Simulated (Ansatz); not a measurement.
Species: TaO3 (charge 0, doublet). The spin state was set by rule; other spins were not relaxed. 
Structure (B3LYP-D3(BJ)/def2-TZVP (Ansatz, a program for electronic structure) minimum search):
```
Ta
O 1 1.7587
O 1 1.7587 2 108.45
O 1 1.8945 2 104.53 3 111.09
```
Charge 0, spin multiplicity 2.

Wanted: vertical electron affinity (to the singlet state of charge -1; a negative value means that the extra electron is unbound and the number depends on the basis; each state is the SCF solution reached for its spin; for the singlet T1 is 0.031), in eV. Correlated levels leave the core frozen unless marked. UHF or UKS for open shells. Spin-orbit coupling is left out. The frozen core is the preceding noble-gas configuration, with the filled d and f shells of earlier blocks. Past Kr the def2 sets carry scalar-relativistic core potentials. Anions need diffuse functions: def2-D sets add few. CBS marks a two-point X^-3 extrapolation of the correlation energy; Hartree-Fock from the larger set. [CCSD(T)-MP2]/basis is that difference in the basis named.

| level | program | vertical electron affinity (eV) |
|---|---|---|
| HF/def2-TZVPPD | Ansatz | 1.97 |
| HF/def2-QZVPPD | Ansatz | 1.96 |
| SVWN5/def2-TZVPD | Ansatz | 3.92 |
| PBE/def2-TZVPD | Ansatz | 3.57 |
| B3LYP/def2-TZVPD | Ansatz | 3.72 |
| PBE0/def2-TZVPD | Ansatz | 3.59 |
| wB97M-V/def2-TZVPD | Ansatz | 3.73 |
| MP2/def2-SVPD | Ansatz | 4.16 |
| RI-MP2/CBS(def2-TZVPPD,def2-QZVPPD) | Ansatz | 4.33 |
| SCS-MP2/def2-TZVPPD | Ansatz | 4.03 |
| CCSD/def2-TZVPPD | Ansatz | 3.58 |
| CCSD(T)/def2-SVPD | Ansatz | 3.68 |
| RI-MP2/CBS(def2-TZVPPD,def2-QZVPPD)+[CCSD(T)-MP2]/def2-SVPD | Ansatz | 3.85 |
| RI-MP2/CBS(def2-TZVPPD,def2-QZVPPD)+[CCSD(T)-MP2]/def2-TZVPPD | Ansatz | 3.83 |
